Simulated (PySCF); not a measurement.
B(Me)(OH)(NH2) (CH6BNO), SMILES CB(N)O. Geometry optimised at PBE0-D3(BJ)/def2-SVP. Other conformers were not sampled.

Calculation: PBE0-D3(BJ)/def2-SVP run with PySCF 2.14.0.

Harmonic wavenumbers (cm⁻¹): 87, 330, 394, 408, 446, 482, 611, 767, 834, 901, 909, 1021, 1273, 1386, 1410, 1443, 1465, 1602, 3047, 3129, 3154, 3651, 3769, 3949. Rotational constants (GHz): 9.239, 7.994, 4.403; symmetry number 1.

Q: Work out the zero-point energy and the ideal-gas rigid-rotor harmonic-oscillator thermochemistry at 298.15 K and 1 atm.

A: ZPE = ½ Σ hcν = ½ × 36467 cm⁻¹ = 52.13 kcal/mol. H − E(el) = 56.23 kcal/mol. Entropy in cal/(mol K): translation 38.14, rotation 24.41, vibration 9.73, total 72.28. G − E(el) = 34.68 kcal/mol. Cp = 21.38 cal/(mol K). Modes under 150 cm⁻¹ make the vibrational entropy uncertain.
